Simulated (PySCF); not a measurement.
Be: excitation energy

Be [He] 2s2 (1S) → Be [He] 2s1 2p1 (3P), as a difference of total energies. Calculation: PySCF 2.14, in x2c-QZVPPall; scalar relativity by spin-free X2C-1e. Correlated levels: valence: 1s2 frozen; valence and next inner shell: nothing frozen. The calculations carry no spin-orbit coupling.

```json
{"method": "UHF", "excitation energy (cm⁻¹)": "13047"}
{"method": "LDA", "excitation energy (cm⁻¹)": "19390"}
{"method": "PBE", "excitation energy (cm⁻¹)": "18604"}
{"method": "PBE0", "excitation energy (cm⁻¹)": "18443"}
{"method": "r2SCAN", "excitation energy (cm⁻¹)": "17168"}
{"method": "PW91", "excitation energy (cm⁻¹)": "18673"}
{"method": "HSE06", "excitation energy (cm⁻¹)": "18408"}
{"method": "BHandHLYP", "excitation energy (cm⁻¹)": "19902"}
{"method": "r2SCANh", "excitation energy (cm⁻¹)": "17318"}
{"method": "MP2 (valence)", "excitation energy (cm⁻¹)": "18686"}
{"method": "SCS-MP2 (valence)", "excitation energy (cm⁻¹)": "20344"}
{"method": "MP2 (valence and next inner shell)", "excitation energy (cm⁻¹)": "18718"}
{"method": "SCS-MP2 (valence and next inner shell)", "excitation energy (cm⁻¹)": "20383"}
```

Errors of the correlated levels include the incompleteness of this basis and the frozen core.

The basis was made for the ground configuration and has no added diffuse functions, so the excitation energy can come out too high.

For comparison: 21980 cm⁻¹ (measured; NIST levels, between the centres of gravity of the two terms).
